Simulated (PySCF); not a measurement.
Excitation energy of Sc⁺ by level of theory

Sc⁺ [Ar] 3d1 4s1 (3D) → Sc⁺ [Ar] 3d2 (3F), as a difference of total energies. Computed with PySCF 2.14 in aug-cc-pVTZ, with no relativity, point nucleus. Correlated levels: valence: [Ar] frozen. The calculations carry no spin-orbit coupling.

Question: Order these methods by the excitation energy they give, lowest first.
A. PBE0
B. PW91
C. r2SCAN
D. UHF

Answer: C (-0.007 eV), B (0.069 eV), A (0.147 eV), D (0.760 eV).

These non-relativistic numbers lack the scalar-relativistic shift.

Errors of the correlated levels include the incompleteness of this basis and the frozen core.

For comparison: 0.596 eV (measured; NIST levels, between the centres of gravity of the two terms).
